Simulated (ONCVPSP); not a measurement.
## What the settings do to the ONCV potential of Cl

Base potential:

ONCVPSP 4.0.1 input, shortened (lines: element, Z, core and valence counts, functional; n l f; lmax; l rc ep ncon nbas qcut; lloc lpopt rc5 dvloc0; l nproj debl; icmod fcfact rcfact), revPBE, scalar-relativistic:

```
  Cl 17.00    3    2  -102130      upf
    1    0    2.00
    2    0    2.00
    2    1    6.00
    3    0    2.00
    3    1    5.00
    2
    0    1.05    0.00    4    8    7.90
    1    1.45    0.00    3    8    5.20
    2    1.60    0.03    4    7    5.00
    4    5    0.70    0.00
    0    2    1.00
    1    2    2.50
    2    2    2.80
    1    0.75    0.00
```

All-electron outer shells of the reference configuration (revPBE, scalar-relativistic, ld1.x):

| shell | level (eV) | outermost node (bohr) | outermost maximum (bohr) |
| --- | --- | --- | --- |
| 2s | -252.79 | 0.12 | 0.36 |
| 2p | -191.56 | – | 0.30 |
| 3s | -20.67 | 0.55 | 1.29 |
| 3p | -8.56 | 0.53 | 1.43 |

Cutoffs, loose and tight: the cutoffs (Ha) at which the residual kinetic energy of the hardest occupied pseudo-wave falls to 1 and 0.1 mHa per electron. They do not see the model core or the augmentation charge, which bear on the density cutoff. Test errors are all-electron minus pseudo excitation energies from the reference, over the configurations 3s2 3p4; 3s2 3p3; 3s2 3p2; 3s1 3p6. A dash means not determined; rows that change the core or the reference have their own tests.

A true bound ghost makes a file unfit for plane-wave use even where its test errors are small: the radial tests pick states by their node count and pass the ghost by.

| change | outcome | cutoff, loose | cutoff, tight | bound ghosts | GHOST(+) flags above zero | largest test error (meV) |
| --- | --- | --- | --- | --- | --- | --- |
| base | generated | 31 Ha | 147 Ha | s | d | +35 |
| s: qcut 6; p: qcut 4; d: qcut 3.8 | generated | 79 Ha | 156 Ha | s | s, d | +34 |
| s: qcut 8.6; p: qcut 5.7; d: qcut 5.5 | failed: ERROR pspot: first pseudo wave function has node, program will stop | – | – | – | – | – |
| s: qcut 9.7; p: qcut 6.4; d: qcut 6.2 | failed: ERROR pspot: first pseudo wave function has node, program will stop | – | – | – | – | – |
| s: qcut 10.3; p: qcut 6.8; d: qcut 6.5 | failed: ERROR pspot: first pseudo wave function has node, program will stop | – | – | – | – | – |
| s: qcut 11.6; p: qcut 7.7; d: qcut 7.4 | failed: ERROR pspot: first pseudo wave function has node, program will stop | – | – | – | – | – |

(1) What comes out with this change to the base: s: qcut 8; p: qcut 5.3; d: qcut 5.1?

(2) What comes out with this change to the base: s: qcut 6.8; p: qcut 4.5; d: qcut 4.3?

(3) What comes out with this change to the base: s: qcut 5.1; p: qcut 3.4; d: qcut 3.2?

Answers

(1) outcome: generated; cutoff, loose: 31 Ha; cutoff, tight: 146 Ha; bound ghosts: s; GHOST(+) flags above zero: d; largest test error (meV): +35.

(2) outcome: generated; cutoff, loose: 68 Ha; cutoff, tight: 155 Ha; bound ghosts: s; GHOST(+) flags above zero: d; largest test error (meV): +33.

(3) outcome: generated; cutoff, loose: 49 Ha; cutoff, tight: 152 Ha; bound ghosts: s; GHOST(+) flags above zero: d; largest test error (meV): +39.
